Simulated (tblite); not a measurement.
C5H7FN (doublet state).
SMILES with atom numbers: `[H]/[N:7]=[C:6]/[CH2:5][C@H:3]([CH:2]=[CH2:1])[F:4]` (hydrogens: H8, H9 on C1; H10 on C2; H11 on C3; H12, H13 on C5; H14 on N7)
Bond orders are those of one Lewis drawing.

Computed with GFN2-xTB (tblite), gas phase: L-BFGS steps from a force-field or distance-geometry start until the largest atomic force falls under 0.01 eV/Å.

Step 79: E = -592.9117 eV
```
atom  x, y, z in Å  |  force x, y, z in eV/Å
C1     -2.5213    0.1930    0.0817    0.000   0.019   0.011
C2     -1.3835   -0.1503   -0.4966   -0.016  -0.003   0.008
C3     -0.1116   -0.4611    0.2243    0.002   0.017  -0.003
F4     -0.3347   -0.6650    1.5691   -0.029  -0.037  -0.009
C5      0.9025    0.7085    0.0816    0.020   0.060  -0.069
C6      2.3123    0.3221    0.0905    0.003   0.048   0.004
N7      2.8310   -0.7873   -0.0719   -0.079  -0.010  -0.040
H8     -3.4025    0.4206   -0.4946    0.034  -0.011   0.027
H9     -2.6128    0.2484    1.1532    0.003  -0.012  -0.004
H10    -1.2951   -0.2077   -1.5728    0.009   0.000  -0.011
H11     0.3464   -1.3813   -0.1613   -0.013  -0.016   0.033
H12     0.7057    1.4298    0.8790    0.013  -0.046   0.025
H13     0.7271    1.2241   -0.8662   -0.007   0.008  -0.030
H14     3.8358   -0.8946   -0.0893    0.061  -0.014   0.057
```

Step 80: E = -592.9126 eV
```
atom  x, y, z in Å  |  force x, y, z in eV/Å
C1     -2.5209    0.1939    0.0833   -0.001   0.006   0.038
C2     -1.3851   -0.1502   -0.4981   -0.015   0.013  -0.005
C3     -0.1126   -0.4615    0.2208    0.018   0.025  -0.006
F4     -0.3368   -0.6633    1.5659   -0.011  -0.044  -0.017
C5      0.9040    0.7084    0.0775    0.007   0.034  -0.065
C6      2.3144    0.3233    0.0843   -0.007  -0.015   0.016
N7      2.8343   -0.7876   -0.0681   -0.103   0.051  -0.018
H8     -3.4043    0.4214   -0.4881    0.018  -0.006   0.006
H9     -2.6095    0.2457    1.1555    0.006  -0.005  -0.005
H10    -1.2993   -0.2071   -1.5744    0.011   0.003  -0.014
H11     0.3409   -1.3833   -0.1664    0.001  -0.005   0.051
H12     0.7086    1.4258    0.8797    0.018  -0.048  -0.002
H13     0.7262    1.2260   -0.8689   -0.011   0.013  -0.018
H14     3.8393   -0.8921   -0.0764    0.069  -0.022   0.038
```

Question: Estimate the geometry and energy of step 81. (The exact step hangs on the optimiser's Hessian estimate; all steps are aligned on step 80, rigid shifts and turns removed.)

Answer: E = -592.9134 eV, largest force 0.088 eV/Å
```
atom  x, y, z in Å  |  force x, y, z in eV/Å
C1     -2.5202    0.1953    0.0855   -0.009  -0.010   0.036
C2     -1.3865   -0.1500   -0.4987   -0.008   0.027  -0.013
C3     -0.1127   -0.4616    0.2177    0.017   0.020  -0.014
F4     -0.3380   -0.6640    1.5627    0.009  -0.034  -0.018
C5      0.9051    0.7089    0.0726   -0.013  -0.002  -0.040
C6      2.3157    0.3248    0.0792   -0.010  -0.043   0.021
N7      2.8365   -0.7869   -0.0659   -0.061   0.064  -0.002
H8     -3.4051    0.4218   -0.4832    0.008   0.001  -0.005
H9     -2.6081    0.2439    1.1575    0.012   0.002   0.009
H10    -1.3032   -0.2055   -1.5752    0.012   0.003  -0.016
H11     0.3371   -1.3853   -0.1696    0.014   0.004   0.051
H12     0.7117    1.4212    0.8800    0.016  -0.034  -0.023
H13     0.7241    1.2277   -0.8724   -0.012   0.020  -0.007
H14     3.8429   -0.8909   -0.0635    0.025  -0.018   0.021
```

The energy changes by -0.0008 eV. The first-order estimate −F·Δx gives -0.0012 eV and the mean of the old and new forces, exact on a quadratic surface, -0.0008 eV. The step makes an angle of 73° with the force vector and moves no atom by more than 0.013 Å.

What follows is the cost of the whole relaxation. Time: 0.55 s of wall time. Hardware: one thread, Arm Neoverse V1 (aarch64), shared host.
